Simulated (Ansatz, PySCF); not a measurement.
Gas-phase reaction 2 R1 + R2 → 3 P1, each structure at its B3LYP-D3(BJ)/def2-TZVP stationary point, reached from a drawn start (curvature not checked).
R1: BCl3 (SMILES ClB(Cl)Cl), charge 0, multiplicity 1.
P1, BCl2F (SMILES FB(Cl)Cl) (charge 0, multiplicity 1):
| atom | x (Å) | y (Å) | z (Å) |
|---|---|---|---|
| B | -0.0921 | 0.0222 | -0.0228 |
| Cl | 1.0938 | 1.3015 | 0.0705 |
| Cl | 0.3328 | -1.6446 | 0.2822 |
| F | -1.3346 | 0.3210 | -0.3298 |
R2, BF3 (SMILES FB(F)F) (charge 0, multiplicity 1):
```xyz
4

B      0.000     0.000     0.000
F      1.302    -0.186     0.049
F     -0.485     1.208    -0.187
F     -0.816    -1.023     0.138
```

P less R. No zero-point or thermal terms.

Correlated levels freeze the cores. CBS: X⁻³ extrapolation of the correlation energy, Hartree–Fock from the larger set.

Codes used: Ansatz (Gaussian orbitals); PySCF for the D3/D4 terms. No computed number here is a measurement.

PBE/def2-TZVPP gives 4.6 kJ/mol for the reaction energy.

Problem. How do the other levels lie against it? Give each less PBE: PBE-D3(BJ)/def2-TZVPP, r2SCAN/def2-TZVPP, PBE0/def2-TZVPP, wB97M-V/def2-TZVPP, B2PLYP/def2-TZVPP, MP2/CBS(cc-pV(T+d)Z, cc-pV(Q+d)Z), CCSD(T)/CBS(cc-pV(T+d)Z, cc-pV(Q+d)Z).

Solution. PBE-D3(BJ)/def2-TZVPP 2.6; r2SCAN/def2-TZVPP 1.1; PBE0/def2-TZVPP 3.2; wB97M-V/def2-TZVPP 1.2; B2PLYP/def2-TZVPP 3.9; MP2/CBS(cc-pV(T+d)Z, cc-pV(Q+d)Z) 15.1; CCSD(T)/CBS(cc-pV(T+d)Z, cc-pV(Q+d)Z) 8.9 kJ/mol. 7 of 7 lie above PBE; the widest gap is to MP2/CBS(cc-pV(T+d)Z, cc-pV(Q+d)Z).

Ansatz is a first-principles code.
